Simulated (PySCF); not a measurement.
dichloromethane (CH₂Cl₂), singlet, at a GFN2-xTB geometry. Base run: CCSD(T)/aug-cc-pVDZ (PySCF).

Here is a job for PySCF.
```python
from pyscf import gto, scf, cc

mol = gto.M(
    atom='''
C    -0.01277935    0.00575548    0.78091376
Cl    0.02591339    1.46008427   -0.22991785
Cl   -0.01872900   -1.46331993   -0.20910236
H    -0.92568470    0.02391950    1.37405321
H     0.88022607   -0.00344613    1.40380793
''',
    basis='aug-cc-pvdz',
    verbose=4,
    max_memory=1800,
)

mf = scf.RHF(mol)
mf.kernel()

mycc = cc.CCSD(mf, frozen=11)
mycc.kernel()
et = mycc.ccsd_t()
print('E(CCSD(T)) = %.10f' % (mycc.e_tot + et))
```

Variants of this job, named by their change:

```tsv
change	ΔE vs base (mEh)	MP2 correlation (Eh)	CC correlation without the perturbative part (Eh)	basis functions	core-seconds (rough)
base	0.000	-0.44424	-0.47874	95	20
method = mp2	49.748	-0.44424	-	95	3
method = ccsd	15.252	-0.44424	-0.47874	95	10
method = cisd	75.791	-	-	95	10
```
